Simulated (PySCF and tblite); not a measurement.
The numbers below are computed, except where a source is named.
C6H11F, numbered as in [F:1][CH:2]1[CH2:3][CH2:4][CH2:5][CH2:6][CH2:7]1. Geometries PBE0-D3(BJ)/def2-SVP; weights from B3LYP-D3(BJ)/def2-TZVP (IEF-PCM, chloroform) energies and GFN2-xTB thermal corrections, with symmetry numbers and mirror pairs. Conformers within 3 kcal/mol (GFN2-xTB free energy) were kept, 8 at most. GIAO shieldings: PBE0/pcSseg-1 (IEF-PCM, chloroform). Shifts are against TMS (¹H), TMS (¹³C), CFCl3 (¹⁹F) at the same level; of two unlike H on one atom, a is the less shielded. Run with PySCF (density fitting) and tblite.

The 6-ring runs over atoms 2–3–4–5–6–7.

```
conformer                                       shape  point group  mirror pair  ΔE(DFT)  Δ(G−E) at 250 K  δ H3a/H7a (ppm)
        1  6-ring chair (all substituents equatorial)           Cs           no     0.00             0.00             1.97
        2                     6-ring chair (F1 axial)           Cs           no     0.46             0.00             1.27
```

Energies in kcal/mol; the thermal term leaves out symmetry numbers and mirror images.

Problem. Work out the weights at 250 K and the ¹H shift of H3a/H7a under fast exchange.

Solution. RT = 0.497 kcal/mol. Each conformer gets RT ln(σ/g), with σ the rotational symmetry number and g = 2 for a mirror pair: 1: σ = 1, g = 1, G = 0.00 + 0.00 + 0.00 = 0.00, 0.00 above the lowest, exp(−ΔG/RT) = 1.000; 2: σ = 1, g = 1, G = 0.46 + 0.00 + 0.00 = 0.47, 0.47 above the lowest, exp(−ΔG/RT) = 0.392. The sum is 1.392, so the weights are 71.8, 28.2 %. The averaged shift is 1.77 ppm. At 298.15 K it is 1.75 ppm. At 298.15 K the leading conformer alone gives 1.97 ppm and bare DFT energies give 1.75 ppm.
